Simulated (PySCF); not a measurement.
**Multinuclear NMR of C$_{6}$H$_{11}$ClOSi$_{2}$**

Molfile (atoms numbered from 1):
```
C6H11ClOSi2
     RDKit          3D

 21 20  0  0  0  0  0  0  0  0999 V2000
    2.5110    1.6747    1.5140 C   0  0  0  0  0  0  0  0  0  0  0  0
    1.7728    0.4641    1.2251 C   0  0  0  0  0  0  0  0  0  0  0  0
    1.1651   -0.5470    0.9797 C   0  0  0  0  0  0  0  0  0  0  0  0
    0.2282   -2.0926    0.6049 Si  0  0  0  0  0  4  0  0  0  0  0  0
    0.0293   -2.2913   -1.2645 C   0  0  0  0  0  0  0  0  0  0  0  0
   -0.4184   -1.3796   -2.1246 C   0  0  0  0  0  0  0  0  0  0  0  0
   -0.9754    0.3594   -1.7139 Si  0  0  1  0  0  4  0  0  0  0  0  0
   -2.5165    0.9079   -2.9148 Cl  0  0  0  0  0  0  0  0  0  0  0  0
   -1.4901    0.2344   -0.1847 O   0  0  0  0  0  0  0  0  0  0  0  0
   -1.9837    1.2069    0.6885 C   0  0  0  0  0  0  0  0  0  0  0  0
    2.8019    1.6935    2.5644 H   0  0  0  0  0  0  0  0  0  0  0  0
    3.4096    1.7179    0.8986 H   0  0  0  0  0  0  0  0  0  0  0  0
    1.8977    2.5508    1.3019 H   0  0  0  0  0  0  0  0  0  0  0  0
    1.0608   -3.2244    1.0560 H   0  0  0  0  0  0  0  0  0  0  0  0
   -1.0577   -2.1218    1.3091 H   0  0  0  0  0  0  0  0  0  0  0  0
    0.3137   -3.2611   -1.6631 H   0  0  0  0  0  0  0  0  0  0  0  0
   -0.4643   -1.6379   -3.1790 H   0  0  0  0  0  0  0  0  0  0  0  0
    0.0452    1.3952   -1.8796 H   0  0  0  0  0  0  0  0  0  0  0  0
   -2.8108    1.7580    0.2347 H   0  0  0  0  0  0  0  0  0  0  0  0
   -2.3346    0.7004    1.5876 H   0  0  0  0  0  0  0  0  0  0  0  0
   -1.1927    1.9093    0.9592 H   0  0  0  0  0  0  0  0  0  0  0  0
  1  2  1  0
  2  3  3  0
  3  4  1  0
  4  5  1  0
  5  6  2  0
  6  7  1  0
  7  8  1  0
  7  9  1  0
  9 10  1  0
  1 11  1  0
  1 12  1  0
  1 13  1  0
  4 14  1  0
  4 15  1  0
  5 16  1  0
  6 17  1  0
  7 18  1  1
 10 19  1  0
 10 20  1  0
 10 21  1  0
M  END
```

[PySCF 2.14: GFN2-xTB geometry; GIAO PBE0/pcSseg-1 shieldings; equivalent nuclei averaged; non-relativistic; gas phase; single conformer]

(1) What are the ²⁹Si shifts?

(2) Where does ¹⁷O resonate?

## Answers

(1) 
```tsv
atoms	environment	σ (ppm)	δ (ppm)
Si7	silicon bonded to C, Cl, O, H	367.8	-22.3
Si4	silicon bonded to 2 C, 2 H	428.9	-72.5
```

Shieldings were converted by a linear fit to measured shifts: ²⁹Si: δ = 279.94 − 0.822σ (rms 8.9 ppm, 72 shifts, 25.8 ppm with the 6 outliers that the fit left out vs TMS, solution or neat liquid). A few per cent of atoms miss by over 2 rms, more outside the fitted compound classes.

On a 600 MHz spectrometer ²⁹Si resonates near 119.2 MHz, so 1 ppm is 119.2 Hz.

(2) 
```
atoms             environment  σ (ppm)  δ (ppm)
   O9  oxygen bonded to C, Si    291.4      1.3
```

Shieldings were converted by a linear fit to measured shifts: ¹⁷O (scatter 10.7 ppm rms, 12.2 ppm with the 3 outliers that the fit left out vs liquid water, solution or neat liquid). A few per cent of atoms miss by over 2 rms, more outside the fitted compound classes.

On a 600 MHz spectrometer ¹⁷O resonates near 81.3 MHz, so 1 ppm is 81.3 Hz.
